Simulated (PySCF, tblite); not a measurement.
C6H15BO.
Atom-mapped SMILES: `[CH3:1][BH:2][C:3]([CH3:4])([CH3:5])[CH2:6][O:7][CH3:8]` (hydrogens: H9, H10, H11 on C1; H12 on B2; H13, H14, H15 on C4; H16, H17, H18 on C5; H19, H20 on C6; H21, H22, H23 on C8)

Cartesian coordinates in Å at the GFN2-xTB level; atoms count from 1:
```xyz
23
C6H15BO angstrom
C     -1.947    1.752   -0.331
B     -1.170    0.780    0.618
C     -0.469   -0.557    0.091
C     -0.601   -0.803   -1.416
C     -1.034   -1.777    0.840
C      1.029   -0.448    0.429
O      1.546    0.733   -0.148
C      2.907    0.921    0.123
H     -2.559    1.242   -1.072
H     -1.203    2.313   -0.898
H     -2.569    2.478    0.186
H     -1.065    1.026    1.761
H     -0.089   -1.721   -1.701
H     -0.158    0.023   -1.965
H     -1.646   -0.895   -1.701
H     -0.917   -1.663    1.915
H     -0.522   -2.687    0.530
H     -2.093   -1.889    0.622
H      1.577   -1.324    0.041
H      1.170   -0.418    1.520
H      3.204    1.844   -0.372
H      3.092    1.010    1.202
H      3.511    0.089   -0.265
```

Jobs on this species (23 atoms, 64 electrons) with PySCF (density fitting) and tblite. Hardware of each: one thread of an Arm Neoverse N1, shared host. Other jobs ran on the host; a repeat could differ by tens of per cent or more.

| level and settings | work | basis functions | SCF cycles | wall time |
| --- | --- | --- | --- | --- |
| GFN2-xTB | Hessian by finite differences | – | – | ? |
| PBE0/pcSseg-1 | shieldings, charges and field gradients | 211 | 13 | 74 s |
| GFN2-xTB | L-BFGS relaxation | – | – | 2.6 s |

Question: Fill in the missing figures.

Answer: 
- GFN2-xTB; Hessian by finite differences: 1.5 s

Question: What do all jobs in the table cost together?

Answer: About 78 s; the longest takes about 95 % of that, and about 49 times as long as the shortest.
